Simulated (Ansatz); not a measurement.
Relaxation of AsH5N2 (8 atoms, charge 0, multiplicity 1), to a largest force component of 0.015 eV/Å in at most 40 steps.

Level of theory: RKS PBE/def2-SVP (Ansatz 0.2.0).

```xyz
8
Properties=species:S:1:pos:R:3
N -0.549 0.652 -1.147
As 0.610 0.739 0.268
N 0.567 2.565 0.405
H -1.433 0.192 -0.961
H -0.735 1.546 -1.581
H 1.930 0.608 -0.521
H 0.951 3.071 -0.385
H 0.992 2.921 1.251
```

Where does it end, and by what steps?

The run converged. After 7 steps the energy has fallen by 0.242 eV; H7 moved furthest, 0.55 Å.

```
step  energy less start (eV)  largest force component (eV/Å)  accepted
   0                  0.0000                           0.707       yes
   1                 -0.1379                           0.597       yes
   2                 -0.1628                           1.158       yes
   3                 -0.2248                           0.486       yes
   4                 -0.2282                           0.414       yes
   5                 -0.2252                           0.414        no
   6                 -0.2420                           0.027       yes
   7                 -0.2423                           0.013       yes
```

```xyz
8
Properties=species:S:1:pos:R:3
N -0.619 0.437 -1.126
As 0.676 0.774 0.183
N 0.629 2.652 0.378
H -1.548 0.414 -0.686
H -0.648 1.168 -1.850
H 1.820 0.781 -0.856
H 1.399 3.149 -0.083
H 0.623 2.919 1.369
```

Whether the end is a true minimum wasn't checked by a vibrational analysis.

Run time: 17 s on 1 thread of Arm Neoverse V2, on a shared host, peak memory 0.12 GiB.
